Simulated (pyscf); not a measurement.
**H₃C–SiH:, singlet**

Gas-phase minimum from PySCF at ωB97X-D3(BJ)/def2-SVP, one conformer. Other isomers of H₃C–SiH: [singlet] were not searched in full and may lie lower. 

```xyz
6

C      0.4092    -0.0536     0.1294
Si    -1.0438     0.7619    -0.7884
H      1.0065     0.7199     0.6475
H      1.0971    -0.5219    -0.5993
H      0.0989    -0.8127     0.8630
H     -0.1557     1.6786    -1.6364
```
Charge 0, spin multiplicity 1.

Bond lengths (Å): C1–Si2 1.902, C1–H3 1.106, C1–H4 1.106, C1–H5 1.100, Si2–H6 1.532. Angles (°): Si2–C1–H3 109.8, Si2–C1–H4 109.8, Si2–C1–H5 113.7, H3–C1–H4 105.6, H3–C1–H5 108.8, H4–C1–H5 108.8, C1–Si2–H6 94.6.

Properties at ωB97X-D3(BJ)/def2-SVP:

- Harmonic wavenumbers, unscaled = 139, 567, 636, 686, 957, 1253, 1419, 1438, 2056, 3039, 3123, 3172 cm⁻¹
- Zero-point energy = 26.4 kcal/mol
- Rotational symmetry number = 1
- Entropy of this conformer at 298 K and 1 atm, rigid rotor and harmonic oscillator, modes under 100 cm⁻¹ raised to 100 = 260.3 J/(mol K)
- Dipole moment = 1.18 D

Single-point totals, which compare only within one level (frozen core for MP2 and CC):

```csv
level,total energy (hartree)
ωB97X-D3(BJ)/def2-TZVP,-330.00447
PBE/def2-TZVP,-329.74650
r²SCAN/def2-TZVP,-329.89818
B3LYP-D3(BJ)/def2-TZVP,-329.99222
PBE0-D3(BJ)/def2-TZVP,-329.78441
M06-2X/def2-TZVP,-329.91352
ωB97M-D3(BJ)/def2-TZVP,-330.01217
HF/def2-TZVPP,-329.08829
MP2/def2-TZVPP,-329.37418
CCSD/def2-TZVPP,-329.41026
CCSD(T)/def2-TZVPP,-329.42203
```

Soft torsions are taken as harmonic, which can shift the entropy by several J/(mol K). The CCSD(T) − MP2 part came from Ansatz, without density fitting, on the same reference.
